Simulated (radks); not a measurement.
Results of a calculation; reference values are marked as such.
Fractional charge and spin in the 6s shell of lead: the spin-up occupation runs from 0 to 1 and the spin-down occupation from 0 to 1; the fullest corner is Pb, [Xe] 4f14 5d10 6p(up 1, down 1) 6s(up 1, down 1). Code: a radial shooting solver on a logarithmic mesh with Libxc functionals. Model: scalar-relativistic Kohn-Sham, SCAN, spin-polarised, spherical densities, finite nucleus; meta-GGA in the generalised Kohn-Sham scheme; Fermi nuclear charge, rms radius of each element as measured or else 0.836 A^(1/3) + 0.57 fm. Energy (eV) minus the two flat planes that join the four corners (they meet along the diagonal where the two added fractions sum to one electron); zero is where a piecewise linear energy would lie.

\begin{tabular}{lrrrrr}
down \ up & 0 & 0.25 & 0.5 & 0.75 & 1 \\ \hline
0 & 0.000 & -0.772 & -1.057 & -0.817 & 0.000 \\
0.25 & -0.772 & -0.906 & -0.559 & 0.265 & -0.665 \\
0.5 & -1.057 & -0.559 & 0.379 & -0.530 & -0.890 \\
0.75 & -0.817 & 0.265 & -0.530 & -0.862 & -0.695 \\
1 & 0.000 & -0.665 & -0.890 & -0.695 & 0.000 \\
\end{tabular}

Corners above the fullest one (they belong to Pb+ and the next ion): (up 1, down 0) 16.320 eV, (up 0, down 1) 16.320 eV, (up 0, down 0) 41.985 eV. With half an added electron in each spin the energy lies 0.379 eV from the planes, and with half an added electron in spin up alone -1.057 eV. The planes are only a guide here: the flat-plane condition holds for ground states with one frontier orbital, while this shell lies below other occupied shells, so the corners above the fullest one are inner-hole states and not the ground states of those ions.
